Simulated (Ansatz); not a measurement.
# How methods differ on C4F6 (SMILES FC1=C(F)C(F)(F)C1(F)F)

C4F6: 10 atoms, total charge 0, spin state singlet. As SMILES, `FC1=C(F)C(F)(F)C1(F)F`. Geometry: optimised at r2SCAN/def2-SVP.

Quantity: the adiabatic electron affinity (to the doublet anion, shapes relaxed at r2SCAN/def2-SVP, no zero-point term), in eV. The values are calculated.

The electron affinity is E(neutral) − E(anion): positive where the electron is bound.

```
           level                   kind  program  value (eV)  less CCSD(T)/def2-SVP  CPU time (all runs)
     HF/def2-SVP           Hartree–Fock   Ansatz       -0.28                  -0.09                4.4 s
  SVWN5/def2-SVP                    LDA   Ansatz       -0.07                  +0.12                3.3 s
    PBE/def2-SVP                    GGA   Ansatz        0.01                  +0.20                5.6 s
 r2SCAN/def2-SVP               meta-GGA   Ansatz        0.24                  +0.43                 11 s
PBE0-D4/def2-SVP          global hybrid   Ansatz        0.13                  +0.32                8.2 s
 B2PLYP/def2-SVP          double hybrid   Ansatz       -0.02                  +0.17                 12 s
RPA@PBE/def2-SVP                    RPA   Ansatz        0.10                  +0.29                 11 s
CCSD(T)/def2-SVP  coupled cluster or CI   Ansatz       -0.19                   0.00              5.6 min
```

Differences are taken from CCSD(T)/def2-SVP for orientation; it has basis-set and higher-order errors of its own. The values span -0.28 to 0.24 eV. CPU times are rough (shared hosts, several kinds of processor): they show what a rung costs within a factor of a few.
